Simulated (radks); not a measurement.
Species: F1.75+. Configuration: [He] 2s2 2p(up 2.25, down 1) (fractional occupations, a model configuration). Method: scalar-relativistic Kohn-Sham, BLYP, spin-polarised, spherical densities, point nucleus; computed with a radial shooting solver on a logarithmic mesh with Libxc functionals.

Normalised radial functions P(r) = r R(r), r in bohr:

```
   r/bohr * 1s up, o 1s down, + 2p up (the largest magnitude, 2.14, reaches the edge; | marks zero, & curves that meet)
  0.01031 +            &
  0.01134 +             &
  0.01259 +              &
  0.01397 +               &
   0.0155 +                 &
  0.01706 +                   &
  0.01893 +                    &
    0.021 +                      &
   0.0233 +                        &
  0.02565 +                          &
  0.02846 +                            &
  0.03158 |+                              &
  0.03505 |+                                &
  0.03858 |+                                  &
   0.0428 |+                                     &
   0.0475 |+                                       &
   0.0527 |+                                          &
  0.05848 | +                                           &
  0.06437 | +                                             &
  0.07142 | +                                               &
  0.07925 |  +                                                &
  0.08794 |  +                                                 &
   0.0968 |   +                                                 &
   0.1074 |    +                                                 &
   0.1192 |    +                                                 &
   0.1322 |     +                                               &
   0.1456 |      +                                             &
   0.1615 |       +                                           &
   0.1792 |         +                                      &
   0.1989 |          +                                  &
   0.2189 |           +                              &
   0.2429 |             +                        &
   0.2695 |               +                 &
   0.2991 |                +            &
   0.3292 |                  +     &
   0.3653 |                    &
   0.4053 |                &    +
   0.4497 |            &         +
    0.499 |         &              +
   0.5493 |      &                 +
   0.6095 |    &                    +
   0.6763 |  &                      +
   0.7504 | &                      +
    0.826 |&                       +
   0.9166 |&                     +
    1.017 &                     +
    1.128 &                   +
    1.242 &                 +
    1.378 &              +
    1.529 &            +
    1.697 &          +
    1.868 &        +
    2.073 &      +
      2.3 &    +
    2.552 &  +
    2.809 & +
    3.117 &+
    3.459 &+
```

1s up: eigenvalue -704.46 eV, 0 radial nodes, <r> = 0.176 bohr, 90 % of the charge inside 0.316 bohr. 1s down: eigenvalue -703.34 eV, 0 radial nodes, <r> = 0.176 bohr, 90 % of the charge inside 0.315 bohr. 2p up: eigenvalue -44.802 eV, 0 radial nodes, <r> = 0.907 bohr, 90 % of the charge inside 1.53 bohr.
